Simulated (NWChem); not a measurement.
**Basis-set convergence for BeO**

SMILES: [Be]=[O]
```xyz
2

Be     0.0000     0.0000     0.8926
O      0.0000     0.0000    -0.4463
```
Charge 0, spin multiplicity 1.

The numbers come from NWChem runs, not from measurements. The geometry was optimised at B3LYP/def2-SVP, a minimum by its harmonic frequencies.

Quantity: vertical ionisation energy at the level ΔCCSD(T) (Δ: difference of total energies, the cation a doublet at the parent's geometry with its hole in an orbital of symmetry b1 (C2v labels); it is the state that the SCF runs reached, from PBE0 orbitals for Hartree-Fock references, and need not be the lowest).

The correlated methods keep 2 core orbitals frozen. The Pople sets run with spherical d functions. The structure started from a generated list of species. The stability of the SCF solutions was not checked. Open-shell Hartree-Fock references start from PBE0 orbitals; any time given for them includes that run.

Costs are rough ratios of processor time within this set of runs, SCF included, with pcseg-1 as 1.

| basis | functions | vertical ionisation energy (eV) | relative cost |
|---|---|---|---|
| pcseg-1 | 23 | 9.87 | 1 |
| def2-SVP | 23 | 9.94 | under 3 |
| 6-31G* | 28 | ? | under 3 |
| def2-SVPD | 35 | ? | under 3 |
| 6-31+G* | 36 | ? | under 3 |
| aug-pcseg-1 | 36 | 10.00 | under 3 |
| 6-311++G** | 44 | 9.92 | under 3 |
| pcseg-2 | 45 | 9.91 | under 3 |
| cc-pVTZ | 60 | 9.94 | under 3 |
| cc-pVQZ | 110 | 10.01 | 10 |

Q: Some entries are withheld; supply them.

A: 
- 6-31G*, vertical ionisation energy (eV): 9.73
- def2-SVPD, vertical ionisation energy (eV): 10.06
- 6-31+G*, vertical ionisation energy (eV): 9.90
